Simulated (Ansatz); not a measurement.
B(CF3)(Cl)(H) (CHBClF3), SMILES B(C(F)(F)F)Cl.

Geometry optimised at B3LYP-D3(BJ)/def2-SVP. The structure was generated by enumeration, and PubChem lists no compound with its InChIKey, so it may never have been made.

Two levels are set side by side: PBE/def2-SVPD (Ansatz, a first-principles code) and CAM-B3LYP/def2-SVPD (Ansatz). Energy differences of separate SCF runs at the same geometry; the states with an electron removed or added have multiplicity 2 and 2. Differences are taken from unrounded values.

```json
[
 {"quantity": "vertical ionisation energy (eV)", "CAM-B3LYP": "12.11"},
 {"quantity": "vertical electron affinity (eV)", "CAM-B3LYP": "0.64"},
 {"quantity": "vertical singlet–triplet gap (eV)", "CAM-B3LYP": "4.81"}
]
```

Problem. What does PBE give, and how far is it from CAM-B3LYP? (Estimate from the structure and the level; the computed values follow.)

Solution. 
```csv
quantity,PBE,PBE minus CAM-B3LYP
vertical ionisation energy (eV),11.29,-0.82
vertical electron affinity (eV),0.61,-0.03
vertical singlet–triplet gap (eV),4.13,-0.68
```
